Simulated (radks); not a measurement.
All-electron atom: S2+ in [Ne] 3s2 3p2. Calculated with a radial shooting solver on a logarithmic mesh with Libxc functionals: non-relativistic Kohn-Sham, PBE, spin-polarised, spherical densities, point nucleus; open shells are filled with parallel spins first.

X-ray form factor f0, the Fourier transform of the density (f0(0) = 14):

| sin(theta)/lambda (1/angstrom) | f0 (electrons) |
|---|---|
| 0.05 | 13.732 |
| 0.1 | 13.004 |
| 0.15 | 12.004 |
| 0.2 | 10.940 |
| 0.25 | 9.958 |
| 0.3 | 9.128 |
| 0.4 | 7.896 |
| 0.5 | 7.000 |
| 0.6 | 6.215 |
| 0.8 | 4.754 |
| 1 | 3.546 |
| 1.25 | 2.520 |
| 1.5 | 1.928 |
| 2 | 1.406 |
